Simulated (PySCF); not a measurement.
# What a mistake does to a calculation on CGeH4NO

These are calculations, not measurements. The program is PySCF 2.14.0, an open-source quantum chemistry code, run on an isolated molecule that a program drew, which may never have been made. The molecule is CGeH4NO (charge 0, doublet), drawn as the SMILES string `[CH2][Ge]([NH2])=[O]`.

Each row is a Hartree-Fock (HF) and frozen-core CCSD(T) single point in the cc-pVDZ basis, meant for a local HF minimum. Run 1 is clean. Each other run has one planted mistake out of seven kinds, and not every kind appears here: one electron removed, one electron added, multiplicity raised by two, geometry at a saddle point, minimal basis STO-3G, one bond length entered in bohr, all coordinates scaled. The reference is restricted for singlets and unrestricted otherwise, and also for a bond in bohr. Adding or removing an electron swaps singlet and doublet. Electrons count all cores. HOMO and LUMO are orbital energies over both spins, the gradient is its largest component, and the lowest frequency (negative if imaginary) is given only where the gradient is small. Bond lengths are over the 7 bonds as drawn. T1 is the CCSD diagnostic: over 0.02 (restricted) or 0.045 (unrestricted) a single reference is doubtful. Germanium has the cc-pVDZ-PP basis, with a core potential (ECP10MDF) in place of its 10 inner electrons, and its 3s, 3p and 3d shells are frozen in CCSD(T).

Geometry of the clean run:
```xyz
8
CGeH4NO, angstrom
C    -0.4108    0.9447    0.0522
Ge   -1.2033    0.0398   -1.4235
N    -2.3047   -1.2225   -0.8334
O    -0.9453    0.3338   -2.9965
H     0.2931    1.7511   -0.1172
H    -0.6300    0.6918    1.0839
H    -2.8229   -1.8001   -1.4658
H    -2.4883   -1.4103    0.1315
```

| run | electrons | basis functions | <S^2> | HOMO (eV) | LUMO (eV) | gradient (hartree/bohr) | lowest frequency (cm^-1) | mean bond (Å) | longest bond (Å) | T1 | HF (hartree) | CCSD(T) (hartree) | mistake |
|---|---|---|---|---|---|---|---|---|---|---|---|---|---|
| 1 | 57 | 85 | 0.764 | -10.43 | 1.04 | 2.2e-05 | 74 | 1.3529 | 1.904 | 0.0226 | -462.82948 | -463.44222 | no fault |
| 2 | 58 | 85 | 0.000 | -1.60 | 8.70 | 7.5e-02 | - | 1.3529 | 1.904 | 0.0183 | -462.82783 | -463.47244 | one electron added |
| 3 | 57 | 85 | 0.769 | -10.41 | 0.90 | 7.3e-02 | - | 1.4341 | 2.018 | 0.0272 | -462.80021 | -463.43181 | all coordinates scaled |
| 4 | 56 | 85 | 0.000 | -15.88 | -8.23 | 6.2e-02 | - | 1.3529 | 1.904 | 0.0812 | -462.47072 | -463.10509 | one electron removed |
| 5 | 57 | 85 | 1.505 | -10.57 | 1.13 | 1.7e-02 | - | 1.4906 | 2.048 | 0.0480 | -462.70387 | -463.30624 | ? |
| 6 | 57 | 85 | 3.775 | -4.54 | 1.33 | 1.6e-01 | - | 1.3529 | 1.904 | 0.0830 | -462.68644 | -463.24673 | ? |

**Which mistake was planted in run 5, and what did it cost?**

The mean bond changes by a factor of 1.102 and the longest by 1.076, so the molecule wasn't scaled as a whole. A length L in bohr read as angstrom grows by (1/0.5292 - 1) L = 0.890 L. The 7 bonds together grew by 7 x 0.1377 = 0.964 Å, which gives L = 1.083 Å. That is the length of one of the C-H bonds, 1.084 Å in the clean geometry. So the mistake is: one bond length entered in bohr. Subtracting run 1 and multiplying by 627.51 kcal/mol a hartree, the energy moved by 78.8 kcal/mol in HF and 85.3 kcal/mol in CCSD(T).

**Which mistake was planted in run 6, and what did it cost?**

Electrons, basis and geometry are unchanged, and <S^2> is 3.775, beside S(S+1) = 3.75 for a multiplicity of 4. So the mistake is: multiplicity raised by two. Subtracting run 1 and multiplying by 627.51 kcal/mol a hartree, the energy moved by 89.8 kcal/mol in HF and 122.7 kcal/mol in CCSD(T).

Cautions from the logs. Run 4: T1 is over the limit, so its CCSD(T) energy is less reliable; run 5: T1 is over the limit, so its CCSD(T) energy is less reliable; run 6: T1 is over the limit, so its CCSD(T) energy is less reliable.
